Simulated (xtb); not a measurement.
C3H3BrF2, SMILES F[C@@H]1[C@H](F)[C@H]1Br. All values are semi-empirical tight-binding results from xtb (GFN2-xTB unless named), good for trends rather than for accurate numbers. Geometry optimised at GFN2-xTB. The structure was generated by enumeration; whether it is a known compound was not checked.

Computed properties:
The point group as xtb finds it comes out as Cs and the orbital gap is 5.01 eV. The zero-point energy is 33.9 kcal/mol, the G − E(el) at 298.15 K (modified RRHO) is 14.2 kcal/mol and the static polarisability (D4 model) is 55.4 bohr³. The solvation energy, GFN2-xTB/ALPB(water) comes out as -2.0 kcal/mol and the solvation energy, GFN2-xTB/ALPB(methanol) comes out as -5.1 kcal/mol.
